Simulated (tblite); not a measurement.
C7H9FO.
SMILES with atom numbers: `[CH2:1]=[C:2]1[C:3](=[CH2:4])[C@@H:5]([O:6][CH3:7])[C@@H:8]1[F:9]` (hydrogens: H10, H11 on C1; H12, H13 on C4; H14 on C5; H15, H16, H17 on C7; H18 on C8)

Computed with GFN2-xTB (tblite), gas phase: nudged elastic band of 9 images (0 to 8), spring 0.2 eV/Å², climbing image at the end, force threshold 0.05 eV/Å. The top image wasn't refined or checked by frequencies; at this threshold it can lie a kcal/mol or more above the true saddle point of the method.

The band describes a rotation about C5–O6 (sp3 carbon bound to oxygen, ether oxygen), followed by the dihedral C8–C5–O6–C7, from the optimised start (79°) to a second optimised geometry at 177°.

Q: Give the energy profile along the converged band.

A: 
```tsv
image	dihedral (°)	E (eV)	C5–O6 (Å)	C8···C7 (Å)	largest true force (eV/Å)
0	79	0.000	1.396	3.17	0.01
1	89	0.009	1.397	3.28	0.03
2	101	0.030	1.399	3.40	0.03
3	115	0.054	1.401	3.52	0.03
4	129	0.067	1.403	3.61	0.03
5	143	0.065	1.403	3.68	0.03
6	157	0.055	1.402	3.72	0.03
7	172	0.052	1.401	3.74	0.03
8	177	0.044	1.401	3.73	0.01
```

Barriers of this band. The top is image 4 at 129°: 0.067 eV forward and 0.023 eV back; the end lies 0.044 eV above the start. The central bond is 0.007 Å longer at the top than at the start.

Q: What rate follows at 298 K for crossing this barrier forward?

A: Taking the electronic barrier for the free energy of activation (no zero-point or entropy terms, transmission 1), rate = (kT/h)·exp(−ΔE/kT) ≈ 4 × 10^11 s⁻¹, whose inverse is 2 × 10^-12 s. An error of 1 kcal/mol in the barrier changes this by a factor of 5, and the method and the loose band can each miss by that much or more. The barrier is only 2.6 kT, where transition-state theory is rough.

Q: How would the two end points share their population at 298 K, from these energies alone?

A: exp(−ΔE/kT) with ΔE = 0.044 eV gives 0.18 for the higher one (end) against 1 for the lower, without vibrational, rotational or degeneracy terms. GFN2-xTB can put conformers this close in the wrong order.

Q: How long is the path, and how are the images spaced?

A: Cartesian distances between aligned neighbours (all atoms, Å): 0.49, 0.50, 0.52, 0.54, 0.51, 0.55, 0.65, 0.83; the sum is 4.58 Å, and the top lies 45 % of the way along.

What follows is the cost of the whole band run. Cost: about 14 s of CPU time on one thread; the machine was shared, so the figure is rough.
